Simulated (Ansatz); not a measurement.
Born–Oppenheimer molecular dynamics of BF$_{2}$HO (5 atoms, charge 0, multiplicity 1). It goes on from the last frame of an earlier run, with new velocities.

The calculation used RKS CAM-B3LYP/cc-pVDZ (Ansatz 0.2.0).

```json
{"ensemble": "NVT, Langevin thermostat", "time step": "0.5 fs", "steps asked": "100", "set temperature": "700 K", "friction": "0.02 /fs", "seed": "340696"}
```

First frame:

```xyz
5
Properties=species:S:1:pos:R:3
B -0.128 0.075 0.079
O 0.039 -0.029 1.370
H -0.600 -0.043 2.123
F 0.940 0.220 -0.660
F -1.368 -0.089 -0.505
```

Q: How far do the bonds stretch over the last three quarters of this one trajectory? (Pairs bonded in most of those frames.)

A: 
```tsv
bond	mean (Å)	spread (Å)	shortest	longest
B1–O2	1.341	0.029	1.30	1.39
B1–F4	1.332	0.031	1.26	1.39
B1–F5	1.343	0.023	1.31	1.39
O2–H3	0.969	0.019	0.94	1.00
```

Mean temperature of the second half: 680 K. A run of 0.05 ps of so small a system gives no equilibrium averages.

Run time: 74 s on 1 thread of Intel(R) Xeon(R) 6975P-C (Granite Rapids) (shared host), peak memory 0.13 GiB.
